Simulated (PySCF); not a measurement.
**Ionisation energy of Sc²⁰⁺ by level of theory**

Sc²⁰⁺ 1s1 (2S) → Sc²¹⁺ (bare nucleus), as a difference of total energies. Calculation: PySCF 2.14, in an even-tempered Gaussian basis (17 s from 17 bohr⁻², ratio 2; 7 p from 26 bohr⁻², ratio 2.2; 4 d from 77 bohr⁻², ratio 2.2; 3 f from 120 bohr⁻², ratio 2.2; 3 g from 170 bohr⁻², ratio 2.2; 2 h from 260 bohr⁻², ratio 2.2); the non-relativistic Hamiltonian (point nucleus). The calculations carry no spin-orbit coupling.

```
 method  ionisation energy (eV)  difference from reference (eV)
    UHF                  6000.1                           -33.7
    LDA                  5976.4                           -57.4
    PBE                  5996.5                           -37.3
   PBE0                  5997.5                           -36.3
 r2SCAN                  6000.1                           -33.7
r2SCAN0                  6000.1                           -33.7
  TPSSh                  6000.1                           -33.7
```

Reference: 6033.8 eV (theoretical estimate listed by NIST; NIST Atomic Spectra Database, ionization energies).

These non-relativistic numbers lack the scalar-relativistic shift.
